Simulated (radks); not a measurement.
Task: Numerical settings for the neodymium ion Nd58+, [He]. Method: Dirac Kohn-Sham, PBE, spin-unpolarised, spherical densities, point nucleus; computed with a radial shooting solver on a logarithmic mesh with Libxc functionals. The defaults (mesh step 0.008 in ln r, mesh end at 40 bohr or more with all orbitals vanishing there, Anderson mixing 0.5 over 9 steps, residual threshold near 1e-9 with the energy settled to 1e-9 hartree or 1e-11 of itself, here a cap of 85 iterations) give E = -3750.5056 hartree and 1s1/2 at -50080 eV in 11 iterations. Run on one thread of a shared host, so times are rough (Arm Neoverse N1): 0.03 s of CPU time, 0.03 s wall, 11 iterations on 2476 mesh points. One setting is changed at a time: mesh step in ln r 0.03; mesh step in ln r 0.2; mesh step in ln r 0.012; mesh end (bohr) 3; mesh end (bohr) 8; residual threshold 0.001; residual threshold 1e-16; mixing 1.5; linear mixing, mixing 0.2; linear mixing, mixing 0.05; mixing history 20; iteration cap 8. Which runs fail to converge, and which converge to a wrong energy?

Result: Not converged within the cap: mesh step in ln r 0.2; residual threshold 1e-16; linear mixing, mixing 0.2; linear mixing, mixing 0.05; iteration cap 8. No run marked as converged misses the energy by more than 1 mhartree.
